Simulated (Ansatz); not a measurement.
Molecule: CHS₂ (charge +1, singlet). It need not be the lowest isomer of its formula. 
Structure (B3LYP-D3(BJ)/def2-TZVP (Ansatz, a program for electronic structure) minimum search):
```xyz
4

S      1.5692    -0.3050     0.1177
C      0.0958    -0.0321     0.0255
S     -1.4865     0.3413    -0.1827
H     -1.8991    -0.3890     0.8868
```
Charge +1, spin multiplicity 1.

Property: vertical triplet-singlet gap (E(triplet) - E(singlet); each state is the SCF solution reached for its spin; the UHF <S^2> is 2.21 for the triplet (pure: 2.00); for the singlet the Hartree-Fock reference is unstable and T1 is 0.018), in kJ/mol. Valence correlation only, unless marked. Open shells are spin-unrestricted. Spin-orbit coupling is left out. No relativistic terms. CBS marks a two-point X^-3 extrapolation of the correlation energy; Hartree-Fock from the larger set. The bracket is a focal-point correction in the basis named.

```tsv
level	program	vertical triplet-singlet gap (kJ/mol)
HF/aug-cc-pV(Q+d)Z	Ansatz	236.1
B3LYP/def2-TZVPD	Ansatz	298.2
BHLYP/def2-TZVPD	Ansatz	285.5
CAM-B3LYP/def2-TZVPD	Ansatz	294.7
```

Problem. Predict the RI-MP2/CBS(aug-cc-pV(T+d)Z,aug-cc-pV(Q+d)Z)+[CCSD(T)-MP2]/aug-cc-pV(T+d)Z result (Ansatz).

Solution. 330.6 kJ/mol
